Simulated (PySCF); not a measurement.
Vertical excitations of a molecule C₃H₈BF from TDA-M06-2X/def2-SVPD (PySCF), as energy in eV (oscillator strength): 6.56 (0.000), 7.77 (0.013), 8.89 (0.012), 8.92 (0.094), 9.06 (0.001), 9.10 (0.078), 9.29 (0.013), 9.44 (0.000), 9.45 (0.005), 9.79 (0.006). Lowest triplet (TDA): 6.17 eV. Coordinates come from a B3LYP-D3(BJ)/def2-SVP optimisation. One conformer was computed; it need not be the lowest.

Pick the molecule that these values belong to.
A) CCCBF
B) CCB(C)F
C) CC(C)BF

B, CCB(C)F
